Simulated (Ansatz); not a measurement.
The same path of BClH3NO + BrH (9 atoms, charge 0, multiplicity 1) was run twice with different band settings. Lost on the way: B1–O2, Br8–H9. Made: B1–Br8, O2–H9.

Theory: RKS PBE-D4/def2-SVP in Ansatz 0.2.0.

Relaxed end points:

```xyz
9
Properties=species:S:1:pos:R:3
B -0.172 -0.295 -0.142
O -0.546 0.204 1.097
H -1.375 -0.182 1.430
N 0.989 0.171 -0.765
H 1.577 0.888 -0.334
H 1.302 -0.165 -1.673
Cl -1.207 -1.539 -0.917
Br 1.542 2.476 2.034
H 0.473 1.498 1.813
```

```xyz
9
Properties=species:S:1:pos:R:3
B 0.154 0.778 -0.463
O -0.132 -0.325 2.229
H -0.986 -0.412 1.764
N 1.290 0.100 -0.892
H 1.241 -0.837 -1.292
H 2.232 0.440 -0.701
Cl -1.475 0.126 -0.777
Br 0.319 2.542 0.349
H -0.060 0.644 2.327
```

Common settings: movable images 9; climbing image yes; optimiser quadratic models (default); start path through a guess of the saddle point; force threshold 0.05 eV/Å; iteration limit 60; end points relaxed.

| run | spring |
| --- | --- |
| 1 | 5.0 eV/Å² |
| 2 | 20.0 eV/Å² |

What does each run give, and how far can it be trusted?

Run 1: converged after 21 iterations, highest image 1.014 eV above the first end. The profile has 2 maxima (images 5, 7) with wells between them (image 6): this band takes more than one step, which may be the mechanism or a detour left from its start path. A vibrational analysis at the climbing image gives one clearly imaginary mode, 297i cm⁻¹: a first-order saddle point.
Run 2: converged after 18 iterations, highest image 1.014 eV above the first end. The profile has 2 maxima (images 5, 7) with wells between them (image 6): this band takes more than one step, which may be the mechanism or a detour left from its start path. Another band between the same ends (9 images) ends at a top of the same energy, where a vibrational analysis finds 1 clearly imaginary mode.
The orbitals stay closed-shell, which can raise the energy where a bond breaks towards radicals; this wasn't checked here.
